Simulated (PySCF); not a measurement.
**Structure and norm of the vector part βᵢ = ⅓ Σⱼ (βᵢⱼⱼ + βⱼᵢⱼ + βⱼⱼᵢ) of the static first hyperpolarisability**

Method used: quadratic response CAM-B3LYP/aug-cc-pVDZ first hyperpolarisability, Taylor convention, gas phase in PySCF 2.14.0. Geometry: PBE0-D3(BJ)/def2-SVP.

Each molecule in one low-energy conformer.

The calculation is non-relativistic, which matters for the atoms heavier than Zn.

**Question.** How does the norm of the vector part βᵢ = ⅓ Σⱼ (βᵢⱼⱼ + βⱼᵢⱼ + βⱼⱼᵢ) of the static first hyperpolarisability change along this series?
- C#CC(C)=C=C(C)C (H replaced by ethynyl)
- CC(C)=C=C(C)F (H replaced by F)
- CC(C)=C=C(C)C=O (H replaced by CHO)
- CC(C)=C=C(C)Br (H replaced by Br)

**Answer.** 
| molecule | static β vector norm (au) | static β HRS (au) | S1 (eV) |
| --- | --- | --- | --- |
| C#CC(C)=C=C(C)C | 115 | 48 | 5.23 |
| CC(C)=C=C(C)F | 143 | 56 | 5.16 |
| CC(C)=C=C(C)C=O | 135 | 62 | 3.99 |
| CC(C)=C=C(C)Br | 159 | 61 | 4.70 |

The norm of the vector part βᵢ = ⅓ Σⱼ (βᵢⱼⱼ + βⱼᵢⱼ + βⱼⱼᵢ) of the static first hyperpolarisability is lowest for C#CC(C)=C=C(C)C and highest for CC(C)=C=C(C)Br.
